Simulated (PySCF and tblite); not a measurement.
Values are calculated unless marked as measured or tabulated.
System: C₆H₈N₂O, numbered as in [CH3:1][CH2:2][c:3]1[cH:4][c:5]([CH:6]=[O:7])[n:8][nH:9]1.

For the shift of H on N9 from N9 to N8: electronic barrier 48.58 kcal/mol, zero-point change -4.23 kcal/mol, thermal and entropy terms at 200 K a further -0.04 kcal/mol (symmetry numbers apart). The minimum is C1, the saddle C1. The path came from a restrained scan, a climbing-image band and a saddle search at GFN2-xTB; energies are BP86/pcSseg-1 + D3(BJ)//PBE0-D3(BJ)/def2-SVP, thermal terms GFN2-xTB. Rate constants are transition-state-theory values, counting equivalent paths, without tunnelling. (PySCF 2.14 with density fitting, tblite 0.8.)

How many equivalent paths lead out of the minimum?

1: the symmetry number of the minimum is 1, that of the saddle displaced along its mode 1.

Work out the rate at 200 K.

ΔG‡ = 44.31 kcal/mol; k_B T/h = 4.2×10¹² s⁻¹; exp(−ΔG‡/RT) = 3.8×10⁻⁴⁹; times 1 gives k = 1.6×10⁻³⁶ s⁻¹.

Tunnelling of the moving H, left out here, will speed the real process. In real samples such hydrogens mostly exchange between molecules or through solvent, far faster than by this path.
